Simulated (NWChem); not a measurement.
The numbers come from NWChem runs, not from measurements. System: BeCl2, charge 0, spin multiplicity 1, at a geometry optimised with PBE/def2-SVP. The structure started from a generated list of species. Level: G0W0@HF/def2-TZVP, RI basis def2-tzvp-rifit.

Output (cleaned and shortened):

```
             Northwest Computational Chemistry Package (NWChem) 7.3.0
             --------------------------------------------------------

                                NWChem Input Module
                                -------------------

 Scaling coordinates for geometry "geometry" by  1.889725989
 (inverse scale =  0.529177249)

 Turning off AUTOSYM since
 SYMMETRY directive was detected!

                             Geometry "geometry" -> ""
                             -------------------------

 Output coordinates in angstroms (scale by  1.889725989 to convert to a.u.)

  No.       Tag          Charge          X              Y              Z
 ---- ---------------- ---------- -------------- -------------- --------------
    1 Be                   4.0000     0.00000000     0.00000000     0.00000000
    2 Cl                  17.0000     0.00000000     0.00000000     1.81444600
    3 Cl                  17.0000     0.00000000     0.00000000    -1.81444600

 Effective nuclear repulsion energy (a.u.)      81.8069087448

            Nuclear Dipole moment (a.u.)
            ----------------------------
        X                 Y               Z
 ---------------- ---------------- ----------------
     0.0000000000     0.0000000000     0.0000000000

      Symmetry information
      --------------------

 Group name             D2h
 Group number             26
 Group order               8
 No. of unique centers     2

      Symmetry unique atoms

     1    2


 Summary of "ao basis" -> "" (spherical)
 ------------------------------------------------------------------------------
       Tag                 Description            Shells   Functions and Types
 ---------------- ------------------------------  ------  ---------------------
 *                         def2-tzvp                  on all atoms

 new library libraries.bse/

 Summary of "ri basis" -> "" (spherical)
 ------------------------------------------------------------------------------
       Tag                 Description            Shells   Functions and Types
 ---------------- ------------------------------  ------  ---------------------
 *                      def2-tzvp-rifit               on all atoms

  xc_inp: hfexch multiplicative factor not found.

                                 NWChem DFT Module
                                 -----------------

 Summary of "ao basis" -> "ao basis" (spherical)
 ------------------------------------------------------------------------------
       Tag                 Description            Shells   Functions and Types
 ---------------- ------------------------------  ------  ---------------------
 Be                        def2-tzvp                 9       19   5s3p1d
 Cl                        def2-tzvp                13       37   5s5p2d1f

 Summary of "ao basis" -> "ao basis" (spherical)
 ------------------------------------------------------------------------------
       Tag                 Description            Shells   Functions and Types
 ---------------- ------------------------------  ------  ---------------------
 Be                        def2-tzvp                 9       19   5s3p1d
 Cl                        def2-tzvp                13       37   5s5p2d1f

      Symmetry analysis of basis
      --------------------------

        ag         23
        au          3
        b1g         4
        b1u        19
        b2g        10
        b2u        12
        b3g        10
        b3u        12

            General Information
            -------------------
          SCF calculation type: DFT
          Wavefunction type:  closed shell.
          No. of atoms     :     3
          No. of electrons :    38
           Alpha electrons :    19
            Beta electrons :    19
          Charge           :     0
          Spin multiplicity:     1
          Use of symmetry is: on ; symmetry adaption is: on
          Maximum number of iterations: 100
          This is a Direct SCF calculation.
          AO basis - number of functions:    93
                     number of shells:    35
          Convergence on energy requested:  1.00D-06
          Convergence on density requested:  1.00D-05
          Convergence on gradient requested:  5.00D-04
[...]
  ----- ------------  ---------------      ----- ------------  ---------------
    35      0.371404  2 Cl py                72      0.371404  3 Cl py
    38      0.230312  2 Cl py                75      0.230312  3 Cl py
    32      0.165985  2 Cl py                69      0.165985  3 Cl py
     7     -0.135825  1 Be py                26     -0.133888  2 Cl py
    63     -0.133888  3 Cl py                29     -0.067996  2 Cl py

 Vector   18  Occ=2.000000D+00  E=-4.711016D-01  Symmetry=b2g
              MO Center=  4.0D-18,  1.0D-33,  3.0D-16, r^2= 4.3D+00
   Bfn.  Coefficient  Atom+Function         Bfn.  Coefficient  Atom+Function
  ----- ------------  ---------------      ----- ------------  ---------------
    34      0.380768  2 Cl px                71     -0.380768  3 Cl px
    37      0.241855  2 Cl px                74     -0.241855  3 Cl px
    31      0.176779  2 Cl px                68     -0.176779  3 Cl px
    25     -0.139863  2 Cl px                62      0.139863  3 Cl px
    28     -0.071708  2 Cl px                65      0.071708  3 Cl px

 Vector   19  Occ=2.000000D+00  E=-4.711016D-01  Symmetry=b3g
              MO Center= -5.6D-33,  6.5D-18,  4.4D-16, r^2= 4.3D+00
   Bfn.  Coefficient  Atom+Function         Bfn.  Coefficient  Atom+Function
  ----- ------------  ---------------      ----- ------------  ---------------
    35      0.380768  2 Cl py                72     -0.380768  3 Cl py
    38      0.241855  2 Cl py                75     -0.241855  3 Cl py
    32      0.176779  2 Cl py                69     -0.176779  3 Cl py
    26     -0.139863  2 Cl py                63      0.139863  3 Cl py
    29     -0.071708  2 Cl py                66      0.071708  3 Cl py

 Vector   20  Occ=0.000000D+00  E= 4.554579D-02  Symmetry=ag
              MO Center=  6.0D-31,  9.1D-31,  4.1D-17, r^2= 1.1D+01
   Bfn.  Coefficient  Atom+Function         Bfn.  Coefficient  Atom+Function
  ----- ------------  ---------------      ----- ------------  ---------------
     5      2.144186  1 Be s                  4     -1.947714  1 Be s
    17     -0.335608  1 Be d  0               3      0.247103  1 Be s
    39     -0.230598  2 Cl pz                76      0.230598  3 Cl pz
    24      0.173394  2 Cl s                 61      0.173394  3 Cl s
    23     -0.153957  2 Cl s                 60     -0.153957  3 Cl s

 Vector   21  Occ=0.000000D+00  E= 1.023936D-01  Symmetry=b2u
              MO Center= -7.1D-32,  2.6D-18,  2.3D-18, r^2= 4.9D+00
   Bfn.  Coefficient  Atom+Function         Bfn.  Coefficient  Atom+Function
  ----- ------------  ---------------      ----- ------------  ---------------
    13      0.983653  1 Be py                38     -0.377003  2 Cl py
    75     -0.377003  3 Cl py                 7     -0.348646  1 Be py
    35     -0.115456  2 Cl py                72     -0.115456  3 Cl py
    32     -0.090004  2 Cl py                69     -0.090004  3 Cl py
    26      0.055634  2 Cl py                63      0.055634  3 Cl py

 Vector   22  Occ=0.000000D+00  E= 1.023936D-01  Symmetry=b3u
              MO Center=  2.2D-18,  2.0D-34, -7.9D-17, r^2= 4.9D+00
   Bfn.  Coefficient  Atom+Function         Bfn.  Coefficient  Atom+Function
  ----- ------------  ---------------      ----- ------------  ---------------
    12      0.983653  1 Be px                37     -0.377003  2 Cl px
    74     -0.377003  3 Cl px                 6     -0.348646  1 Be px
    34     -0.115456  2 Cl px                71     -0.115456  3 Cl px
    31     -0.090004  2 Cl px                68     -0.090004  3 Cl px
    25      0.055634  2 Cl px                62      0.055634  3 Cl px

 center of mass
 --------------
 x =   0.00000000 y =   0.00000000 z =   0.00000000

 moments of inertia (a.u.)
 ------------------
         822.237183335282           0.000000000000           0.000000000000
           0.000000000000         822.237183335282           0.000000000000
           0.000000000000           0.000000000000           0.000000000000

     Multipole analysis of the density
     ---------------------------------

     L   x y z        total         alpha         beta         nuclear
     -   - - -        -----         -----         ----         -------
     0   0 0 0     -0.000000    -19.000000    -19.000000     38.000000

     1   1 0 0     -0.000000     -0.000000     -0.000000      0.000000
     1   0 1 0     -0.000000     -0.000000     -0.000000      0.000000
     1   0 0 1      0.000000      0.000000      0.000000      0.000000

     2   2 0 0    -22.197903    -11.098951    -11.098951      0.000000
     2   1 1 0      0.000000      0.000000      0.000000      0.000000
     2   1 0 1     -0.000000     -0.000000     -0.000000      0.000000
     2   0 2 0    -22.197903    -11.098951    -11.098951      0.000000
     2   0 1 1     -0.000000     -0.000000     -0.000000      0.000000
     2   0 0 2    -26.423032   -213.075568   -213.075568    399.728104

 Task  times  cpu:        4.1s     wall:        4.1s

                                NWChem Input Module
                                -------------------

                                 NWChem GW Module
                                 ----------------

                             ***********************
                             ***        GW       ***
                             ***********************

 Summary of "ri basis" -> "ri basis" (spherical)
 ------------------------------------------------------------------------------
       Tag                 Description            Shells   Functions and Types
 ---------------- ------------------------------  ------  ---------------------
 Be                     def2-tzvp-rifit             19       49   9s6p3d1f
 Cl                     def2-tzvp-rifit             29      113   9s7p6d5f2g

                 Memory Information
                 ------------------
          Available GA per process is          1699.9 MBs
          Available stack per process is        700.0 MBs
          Available heap per process is         199.9 MBs

          Peak memory in Initialization
              Peak GA per process is                  4.7 MBs
              Peak stack per process is               0.1 MBs
              Peak heap per process is                5.1 MBs
              Memory not in MA per process            0.0 MBs

          Peak memory in AFF Calculation
              Peak GA per process is                 22.0 MBs
              Peak stack per process is              15.1 MBs
              Peak heap per process is                0.0 MBs
              Memory not in MA per process           15.1 MBs

          Computing 2-center integrals
          Computing Inverse Cholesky factor
          Computing 3-center integrals
          Computing V_xc ...
          Computing Sigma_x
          Computing RPA polarizability
          Solving quasiparticle equations

                  Alpha Orbitals
          State     Energy (eV)     Error (eV)
          -----------------------------------
@GW        16        -13.056           0.002
@GW        17        -13.056           0.002
@GW        18        -12.467           0.002
@GW        19        -12.467           0.002
@GW        20          0.924           0.002
@GW        21          2.123           0.004

   Applying   0.3526 eV scissor-shift to rest of particle states

   Applying  -0.3149 eV scissor-shift to rest of hole states

     GW Timing Statistics
   ------------------------
   Init.   :          0.1s
     ERIs  :          0.7s
     Distr.:          0.0s
     Vxc   :          0.5s
   Sigma_x :          0.0s
   RPA     :          0.8s
   Wmn     :          0.0s
   Sigma_c :          0.0s
   GW total:          2.2s

 Task  times  cpu:        2.2s     wall:        2.2s

 Total times  cpu:        6.4s     wall:        6.4s
```

Task: Write an NWChem input that would produce this output.

Result: Several could match; the one computed here: 
```
start mol
memory heap 200 mb stack 700 mb global 1700 mb
geometry units angstroms nocenter noautoz
  Be     0.000000     0.000000     0.000000
  Cl     0.000000     0.000000     1.814446
  Cl     0.000000     0.000000    -1.814446
  symmetry group D2h
end
basis spherical
  * library def2-tzvp
end
basis "ri basis" bse spherical
  * library def2-tzvp-rifit
end
dft
  xc hfexch
  iterations 100
  direct
  tolerances tight
end
task dft energy
gw
  states alpha occ 4 vir 2
end
task dft gw
```
